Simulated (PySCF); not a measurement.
Species: C3H4BF2N.
SMILES: `[H]/N=C\C=C\B(F)F`

Torsions of this conformer, `[H]/[N:1]=[CH:2]\[CH:3]=[CH:4]\[B:5]([F:6])[F:7]`: N1–C2–C3–C4 179°, C3–C4–B5–F6 178°.

The closed-shell ground state was solved at several levels (PySCF, density fitting, gas phase, non-relativistic). Geometry: PBE0-D3(BJ)/def2-SVP, one conformer, isolated molecule.

```csv
level,basis functions,total energy (Eh),HOMO (eV),LUMO (eV),gap (eV),dipole (D)
B3LYP/pcSseg-1,139,-396.0870,-7.90,-2.76,5.14,0.32
PBE0/STO-3G,39,-390.3599,-5.19,0.70,5.89,1.70
PBE0/cc-pVTZ,266,-395.8240,-8.15,-2.52,5.63,0.31
PBE0/cc-pVDZ,118,-395.6984,-7.96,-2.34,5.62,0.23
LC-wPBE/pcSseg-1,139,-395.8209,-10.99,-0.35,10.64,0.50
"PBE0/6-311+G(2d,p)",213,-395.8033,-8.27,-2.64,5.63,0.36
PBE0/pcSseg-2,308,-395.8391,-8.23,-2.62,5.61,0.36
BP86/pcSseg-1,139,-396.0724,-6.67,-3.55,3.12,0.39
PBE0/6-31G*,106,-395.6663,-7.89,-2.21,5.68,0.56
PBE0/pcSseg-0,71,-394.7791,-7.83,-2.66,5.17,0.34
```

(1) Estimate the row for PBE0/IGLO-III, a basis of 285 functions; the other rows only guide the guess.

(2) Over all these levels, which gives the widest orbital gap and which the narrowest?

(3) How much does the basis alone move the frontier levels among the 8 PBE0 rows (the withheld one included)?

(4) How far do the dipole and the HOMO energy spread over the levels?

Results:

(1) Total energy -395.8487 Eh, HOMO -8.25 eV, LUMO -2.61 eV, gap 5.64 eV, dipole 0.38 D.

(2) LC-wPBE/pcSseg-1 (range-separated hybrid) has the widest, 10.64 eV, and BP86/pcSseg-1 (GGA) the narrowest, 3.12 eV. The two share the basis. From the narrowest to the widest the HOMO moves by -4.32 eV and the LUMO by +3.20 eV.

(3) The HOMO by 3.08 eV and the LUMO by 3.36 eV. By rising basis size (HOMO, LUMO in eV): STO-3G -5.19, 0.70; pcSseg-0 -7.83, -2.66; 6-31G* -7.89, -2.21; cc-pVDZ -7.96, -2.34; 6-311+G(2d,p) -8.27, -2.64; cc-pVTZ -8.15, -2.52; IGLO-III -8.25, -2.61; pcSseg-2 -8.23, -2.62.

(4) The dipole runs from 0.23 to 1.70 D (mean 0.49 D) and the HOMO from -10.99 to -5.19 eV.
